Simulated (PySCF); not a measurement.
# What a mistake does to a calculation on BH4NSi

Calculated results; nothing here was measured. The program is PySCF 2.14.0, an open-source quantum chemistry code, run on an isolated molecule that a program drew, which may never have been made. The molecule is BH4NSi (charge 0, singlet), drawn as the SMILES string `B[SiH]=N`.

Each row is a Hartree-Fock (HF) and frozen-core CCSD(T) single point in the cc-pV(D+d)Z basis, meant for a local HF minimum. Run 1 is clean. Each other run has one planted mistake out of seven kinds, and not every kind appears here: one electron removed, one electron added, multiplicity raised by two, geometry at a saddle point, minimal basis STO-3G, one bond length entered in bohr, all coordinates scaled. The reference is restricted for singlets and unrestricted otherwise, and also for a bond in bohr. Adding or removing an electron swaps singlet and doublet. Electrons count all cores. HOMO and LUMO are orbital energies over both spins, the gradient is its largest component, and the lowest frequency (negative if imaginary) is given only where the gradient is small. Bond lengths are over the 6 bonds as drawn. T1 is the CCSD diagnostic: over 0.02 (restricted) or 0.045 (unrestricted) a single reference is doubtful.

Geometry of the clean run:
```xyz
7
BH4NSi, angstrom
B    -0.3036    0.3883    1.5818
Si   -1.0085    1.7303    0.2254
N    -0.7874    1.8036   -1.3363
H    -0.9207   -0.6036    1.8487
H     0.7420    0.5646    2.1402
H    -1.8511    2.7802    0.8347
H    -0.2314    1.1355   -1.8393
```

```
run,electrons,basis functions,<S^2>,HOMO (eV),LUMO (eV),gradient (hartree/bohr),lowest frequency (cm^-1),mean bond (Å),longest bond (Å),T1,HF (hartree),CCSD(T) (hartree),mistake
1,30,71,0.000,-9.97,0.79,2.7e-05,45,1.4153,2.034,0.0212,-370.32219,-370.71889,no fault
2,30,71,0.000,-10.13,0.82,2.6e-02,-,1.3827,1.987,0.0205,-370.31847,-370.71121,all coordinates scaled
3,30,71,2.054,-6.61,-0.21,9.4e-02,-,1.4153,2.034,0.0552,-370.24191,-370.62155,multiplicity raised by two
4,31,71,0.762,-1.12,7.64,4.0e-02,-,1.4153,2.034,0.0178,-370.32615,-370.73709,one electron added
5,30,71,0.793,-9.32,0.40,1.9e-02,-,1.5930,2.264,0.0732,-370.20481,-370.60026,?
```

**Which mistake was planted in run 5, and what did it cost?**

The mean bond changes by a factor of 1.126 and the longest by 1.113, so the molecule wasn't scaled as a whole. A length L in bohr read as angstrom grows by (1/0.5292 - 1) L = 0.890 L. The 6 bonds together grew by 6 x 0.1777 = 1.066 Å, which gives L = 1.198 Å. That is the length of one of the B-H bonds, 1.198 Å in the clean geometry. So the mistake is: one bond length entered in bohr. Subtracting run 1 and multiplying by 627.51 kcal/mol a hartree, the energy moved by 73.7 kcal/mol in HF and 74.4 kcal/mol in CCSD(T).

Cautions from the logs. Run 1: T1 is over the limit, so its CCSD(T) energy is less reliable; run 2: T1 is over the limit, so its CCSD(T) energy is less reliable; run 3: T1 is over the limit, so its CCSD(T) energy is less reliable; run 5: T1 is over the limit, so its CCSD(T) energy is less reliable.
